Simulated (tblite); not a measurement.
Parent: `[O:1]=[CH:2]/[C:3]([SiH3:4])=[CH:5]\[C:6]([F:7])([F:8])[F:9]` with O1–C2–C3–Si4 0°, C4H5F3OSi.

The geometries are computed with GFN2-xTB (gas phase). One conformer each, not checked by frequencies here.

```tsv
coordinate of the parent	value
O1=C2	1.205 Å
C2–C3	1.468 Å
C3–Si4	1.908 Å
C3=C5	1.331 Å
C5–C6	1.502 Å
C6–F7	1.346 Å
C6–F8	1.339 Å
C6–F9	1.346 Å
O1–C2–C3	119.8°
C2–C3–Si4	110.1°
C2–C3–C5	124.1°
Si4–C3–C5	125.8°
C3–C5–C6	124.7°
C5–C6–F7	112.9°
C5–C6–F8	111.7°
C5–C6–F9	112.9°
F7–C6–F8	106.4°
F7–C6–F9	106.1°
F8–C6–F9	106.4°
```

Question: How does the shared frame change in `[O:1]=[CH:2][O:3]/[C:4]([SiH3:5])=[CH:6]\[C:7]([F:8])([F:9])[F:10]` with O1–C2–O3–C4 0°, C2–O3–C4–Si5 0°, C4H5F3O2Si? Atoms pair as C3 = C4, Si4 = Si5, C5 = C6, C6 = C7, F7 = F8, F8 = F10, F9 = F9 (parent first).

Answer: 
```
   parent   relative  value in the relative  change
   C3–Si4     C4–Si5                1.915 Å  +0.007
    C3=C5      C4=C6                1.330 Å  -0.001
    C5–C6      C6–C7                1.497 Å  -0.005
    C6–F7      C7–F8                1.346 Å   0.000
    C6–F8     C7–F10                1.341 Å  +0.002
    C6–F9      C7–F9                1.346 Å   0.000
Si4–C3–C5  Si5–C4–C6                 123.8°    -2.0
 C3–C5–C6   C4–C6–C7                 122.8°    -1.9
 C5–C6–F7   C6–C7–F8                 112.9°     0.0
 C5–C6–F8  C6–C7–F10                 111.9°    +0.2
 C5–C6–F9   C6–C7–F9                 112.9°     0.0
 F7–C6–F8  F8–C7–F10                 106.3°    -0.1
 F7–C6–F9   F8–C7–F9                 106.0°    -0.1
 F8–C6–F9  F10–C7–F9                 106.3°    -0.1
```

Of the parent's bonds, C3–Si4 changes most (+0.007 Å). Bonds of the relative outside the shared frame: O1=C2 1.200, C2–O3 1.312, O3–C4 1.383 Å. Point group Cs → Cs.
